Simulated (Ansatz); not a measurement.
`NC=[Se]` and `[Se]=CBr` differ in one atom or group.

Ansatz, PBE0-D4/def2-TZVP geometries, multiplicity 1. Each molecule was computed in one conformer, which needn't be the lowest.

Scalar relativity is left out up to krypton.

```json
{"property": "HOMO energy (ωB97M-V/def2-TZVPP) / eV", "`NC=[Se]`": "-8.04"}
{"property": "zero-point energy (PBE0-D4/def2-TZVP) / kJ/mol", "`NC=[Se]`": "114.1"}
{"property": "LUMO energy (B3LYP/def2-TZVPP) / eV", "`NC=[Se]`": "-1.45"}
{"property": "LUMO energy (PBE0/def2-TZVPP) / eV", "`NC=[Se]`": "-1.25"}
{"property": "size of the dipole moment (B3LYP/def2-TZVPP) / D", "`NC=[Se]`": "4.57"}
{"property": "size of the dipole moment (ωB97M-V/def2-TZVPP) / D", "`NC=[Se]`": "4.71"}
```

Task: What does the change do to each property? (Best estimate.)

Result: Ansatz gave: 
```csv
property,`[Se]=CBr`,shift
HOMO energy (ωB97M-V/def2-TZVPP) / eV,-8.97,-0.93
zero-point energy (PBE0-D4/def2-TZVP) / kJ/mol,41.4,-72.7
LUMO energy (B3LYP/def2-TZVPP) / eV,-3.16,-1.71
LUMO energy (PBE0/def2-TZVPP) / eV,-2.99,-1.74
size of the dipole moment (B3LYP/def2-TZVPP) / D,0.99,-3.58
size of the dipole moment (ωB97M-V/def2-TZVPP) / D,0.99,-3.72
```

With PBE0 the HOMO falls by 0.93 eV and the LUMO falls by 1.74 eV, so the gap narrows by about 0.81 eV. PBE moves the HOMO by -0.90 eV and ωB97M-V by -0.93 eV. The zero-point energy changes by -72.7 kJ/mol with -6 modes. Dipoles are sizes alone; their direction can turn.

B3LYP here is the variant with VWN-RPA as its local correlation; programs differ in this.

Spin–orbit coupling is left out; it splits and shifts lone-pair levels of the heavy atoms by tenths of an eV.
